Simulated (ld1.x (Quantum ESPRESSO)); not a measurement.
# u(r) = r·R(r): atom against pseudo-atom (neon)

Columns: radius, all-electron u(r) and pseudo u(r) of the 2s shell (level -45.25 eV) of neon in the configuration [He] 2s2 2p5.5; LDA (PZ), scalar-relativistic, PAW scheme, ld1.x (Quantum ESPRESSO) 7.5.

| r (bohr) | all-electron | pseudo |
| --- | --- | --- |
| 0.042 | 0.3979 | -0.1256 |
| 0.085 | 0.4870 | -0.2521 |
| 0.128 | 0.4011 | -0.3744 |
| 0.170 | 0.2330 | -0.4877 |
| 0.212 | 0.0316 | -0.5936 |
| 0.255 | -0.1786 | -0.6928 |
| 0.298 | -0.3755 | -0.7816 |
| 0.340 | -0.5463 | -0.8577 |
| 0.382 | -0.6919 | -0.9228 |
| 0.425 | -0.8143 | -0.9781 |
| 0.467 | -0.9089 | -1.0212 |
| 0.510 | -0.9822 | -1.0547 |
| 0.552 | -1.0334 | -1.0777 |
| 0.595 | -1.0676 | -1.0920 |
| 0.638 | -1.0861 | -1.0978 |
| 0.680 | -1.0914 | -1.0960 |
| 0.722 | -1.0864 | -1.0876 |
| 0.765 | -1.0724 | -1.0725 |
| 0.807 | -1.0520 | -1.0520 |
| 0.850 | -1.0255 | -1.0255 |
| 0.892 | -0.9955 | -0.9955 |
| 0.935 | -0.9617 | -0.9617 |
| 0.977 | -0.9264 | -0.9264 |
| 1.020 | -0.8889 | -0.8889 |
| 1.062 | -0.8514 | -0.8514 |
| 1.105 | -0.8127 | -0.8127 |

Q: How many radial nodes do the two functions have?

A: The all-electron 2s function has n − l − 1 = 1; the pseudo-wave has 0, since the states of the same l below it are removed with the core.

Q: At about which radius was the pseudo-wave matched?

A: 0.80 bohr, where the columns begin to agree (steps of 0.04 bohr).

Q: Where does each function peak?

A: Outermost all-electron maximum near 0.68 bohr, pseudo maximum near 0.64 bohr (to the table’s step).

Q: Is the pseudo-wave norm-conserving?

A: No, it belongs to a PAW set: the norm inside the radius is not constrained, and the difference is carried by the augmentation charge.
